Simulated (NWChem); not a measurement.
The numbers come from NWChem runs, not from measurements. System: phosphoric acid (H3O4P), charge 0, spin multiplicity 1, at a geometry optimised with PBE/def2-SVP. Level: RHF/def2-TZVP.

NWChem printed:

```
             Northwest Computational Chemistry Package (NWChem) 7.3.0
             --------------------------------------------------------

                                NWChem Input Module
                                -------------------

 Scaling coordinates for geometry "geometry" by  1.889725989
 (inverse scale =  0.529177249)

                             Geometry "geometry" -> ""
                             -------------------------

 Output coordinates in angstroms (scale by  1.889725989 to convert to a.u.)

  No.       Tag          Charge          X              Y              Z
 ---- ---------------- ---------- -------------- -------------- --------------
    1 O                    8.0000     0.48713200     0.08672900     1.49560900
    2 P                   15.0000     0.09534600    -0.00250600    -0.08203600
    3 O                    8.0000     1.22804000    -0.03223400    -1.05659800
    4 O                    8.0000    -0.91128600    -1.28198200    -0.08799500
    5 O                    8.0000    -0.95772200     1.23150500    -0.21869100
    6 H                    1.0000     1.27831600     0.65063100     1.60074100
    7 H                    1.0000    -0.39921000    -2.09520700    -0.26531600
    8 H                    1.0000    -1.07860300     1.45002900    -1.16348500

 Effective nuclear repulsion energy (a.u.)     275.2281933804

            Nuclear Dipole moment (a.u.)
            ----------------------------
        X                 Y               Z
 ---------------- ---------------- ----------------
     0.0000094486     0.0000132281    -0.0000000000


 Summary of "ao basis" -> "" (spherical)
 ------------------------------------------------------------------------------
       Tag                 Description            Shells   Functions and Types
 ---------------- ------------------------------  ------  ---------------------
 *                         def2-tzvp                  on all atoms

 Summary of "ao basis" -> "ao basis" (spherical)
 ------------------------------------------------------------------------------
       Tag                 Description            Shells   Functions and Types
 ---------------- ------------------------------  ------  ---------------------
 O                         def2-tzvp                11       31   5s3p2d1f
 P                         def2-tzvp                13       37   5s5p2d1f
 H                         def2-tzvp                 4        6   3s1p
[...]
  ----- ------------  ---------------      ----- ------------  ---------------
    75      0.323602  3 O  py                78      0.294767  3 O  py
    81      0.198628  3 O  py                76     -0.181192  3 O  pz
    79     -0.164648  3 O  pz

 Vector   25  Occ=2.000000D+00  E=-4.811391D-01
              MO Center=  9.0D-01, -1.1D-01, -7.2D-01, r^2= 1.7D+00
   Bfn.  Coefficient  Atom+Function         Bfn.  Coefficient  Atom+Function
  ----- ------------  ---------------      ----- ------------  ---------------
    76      0.242320  3 O  pz                75      0.233439  3 O  py
    79      0.220735  3 O  pz                74      0.214618  3 O  px
    78      0.212112  3 O  py                77      0.195486  3 O  px

 Vector   26  Occ=0.000000D+00  E= 1.097158D-01
              MO Center=  1.2D-01, -2.9D-03, -1.0D-01, r^2= 8.4D+00
   Bfn.  Coefficient  Atom+Function         Bfn.  Coefficient  Atom+Function
  ----- ------------  ---------------      ----- ------------  ---------------
   164      0.952146  6 H  s                170      0.952009  7 H  s
   176      0.951980  8 H  s                  5     -0.502366  1 O  s
   104     -0.502289  4 O  s                135     -0.502264  5 O  s
   144      0.291877  5 O  pz                12     -0.249728  1 O  px
    73     -0.236053  3 O  s                112      0.236669  4 O  py

 Vector   27  Occ=0.000000D+00  E= 1.485740D-01
              MO Center=  8.9D-01, -4.2D-01,  8.5D-01, r^2= 7.7D+00
   Bfn.  Coefficient  Atom+Function         Bfn.  Coefficient  Atom+Function
  ----- ------------  ---------------      ----- ------------  ---------------
   164      1.500678  6 H  s                170     -1.184932  7 H  s
     5     -0.784332  1 O  s                104      0.726143  4 O  s
    12     -0.341048  1 O  px               176     -0.315917  8 H  s
   112     -0.283940  4 O  py                13     -0.260717  1 O  py
   111      0.173142  4 O  px

 Vector   28  Occ=0.000000D+00  E= 1.485772D-01
              MO Center= -7.0D-01,  4.2D-01, -1.0D+00, r^2= 7.7D+00
   Bfn.  Coefficient  Atom+Function         Bfn.  Coefficient  Atom+Function
  ----- ------------  ---------------      ----- ------------  ---------------
   176      1.550600  8 H  s                170     -1.048793  7 H  s
   135     -0.872085  5 O  s                164     -0.501685  6 H  s
   104      0.486495  4 O  s                144      0.425850  5 O  pz
     5      0.385532  1 O  s                112     -0.286889  4 O  py
    50     -0.195146  2 P  py

 center of mass
 --------------
 x =   0.00562371 y =  -0.00015154 z =  -0.00484408

 moments of inertia (a.u.)
 ------------------
         415.676942347819           0.138410300570           4.556541271109
           0.138410300570         420.960314902383          -0.114507188157
           4.556541271109          -0.114507188157         417.043318869759

  Mulliken analysis of the total density
  --------------------------------------

    Atom       Charge   Shell Charges
 -----------   ------   -------------------------------------------------------
    1 O    8     8.57   0.79  1.18  0.56  0.97  0.28  1.85  2.10  0.81  0.00  0.03  0.00
    2 P   15    13.76   2.01  0.53  1.44  0.81  0.16  4.17  1.70  0.67  1.02  0.20  0.38  0.52  0.15
    3 O    8     8.66   0.79  1.18  0.58  0.94  0.35  1.81  2.02  0.96  0.00  0.03  0.00
    4 O    8     8.57   0.79  1.18  0.56  0.97  0.28  1.85  2.10  0.81  0.00  0.03  0.00
    5 O    8     8.57   0.79  1.18  0.56  0.97  0.28  1.85  2.10  0.81  0.00  0.03  0.00
    6 H    1     0.63   0.23  0.32  0.02  0.05
    7 H    1     0.63   0.23  0.32  0.02  0.05
    8 H    1     0.63   0.23  0.32  0.02  0.05

       Multipole analysis of the density wrt the origin
       ------------------------------------------------

     L   x y z        total         open         nuclear
     -   - - -        -----         ----         -------
     0   0 0 0      0.000000      0.000000     50.000000

     1   1 0 0     -0.087112      0.000000      0.000009
     1   0 1 0      0.002449      0.000000      0.000013
     1   0 0 1      0.075178      0.000000     -0.000000

     2   2 0 0    -28.534948      0.000000    110.837391
     2   1 1 0      0.189085      0.000000      0.115571
     2   1 0 1      6.187807      0.000000      3.767353
     2   0 2 0    -21.345348      0.000000    115.220527
     2   0 1 1     -0.162746      0.000000     -0.101917
     2   0 0 2    -26.665530      0.000000    111.981171

 Task  times  cpu:      122.6s     wall:      122.6s

 Total times  cpu:      122.6s     wall:      122.6s
```

Write an NWChem input that would produce this output.

This is not unique; one that fits is 
```
start mol
memory heap 200 mb stack 900 mb global 1100 mb
geometry units angstroms nocenter noautoz noautosym
  O      0.487132     0.086729     1.495609
  P      0.095346    -0.002506    -0.082036
  O      1.228040    -0.032234    -1.056598
  O     -0.911286    -1.281982    -0.087995
  O     -0.957722     1.231505    -0.218691
  H      1.278316     0.650631     1.600741
  H     -0.399210    -2.095207    -0.265316
  H     -1.078603     1.450029    -1.163485
end
basis spherical
  * library def2-tzvp
end
scf
  rhf
  nopen 0
  maxiter 100
  thresh 1e-7
  semidirect memsize 60000000 filesize 0
end
task scf energy
```
